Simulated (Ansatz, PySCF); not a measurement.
BF, charge +1, doublet, geometry from GFN2-xTB (a state made from the parent by changing its charge; the spin is typed, not shown lowest). Base run: REVPBE/6-31G* in PySCF.

The PySCF input:
```python
from pyscf import gto, scf, dft

mol = gto.Mole()
mol.atom = '''
    B    -0.000000   -0.000000   -0.770016
    F     0.000000    0.000000    0.427787
'''
mol.basis = '6-31g*'
mol.charge = 1
mol.spin = 1
mol.verbose = 4
mol.build()

mf = dft.UKS(mol)
mf.xc = 'revpbe'
mf.kernel()
```

The same geometry, method and basis name were run in Ansatz (a program for electronic structure) and PySCF, at each program's defaults and at the settings that a row names. The base is PySCF at its defaults. Differences at the defaults can come from grids, fitting, cores and function types together.

```
code and settings                                                               ΔE vs base (mEh)  basis functions      E (Eh)  SCF cycles
------------------------------------------------------------------------------  ----------------  ---------------  ----------  ----------
PySCF, defaults (exact integrals, its default grid, spherical functions)                   0.000               28  -124.22054           9
Ansatz, defaults (factorised integrals, its default grid, Cartesian functions)            -1.660               30  -124.22221           -
PySCF, density fitting with def2-universal-jkfit                                          -0.024               28  -124.22057           9
PySCF, fine grid                                                                           0.000               28  -124.22055           9
Ansatz, high accuracy, Cartesian functions as the basis file defines them                 -1.660               30  -124.22220           -
```

Open shells are given as the SCF converged; they aren't shown to be the lowest states, and a large step between rows can be another state.
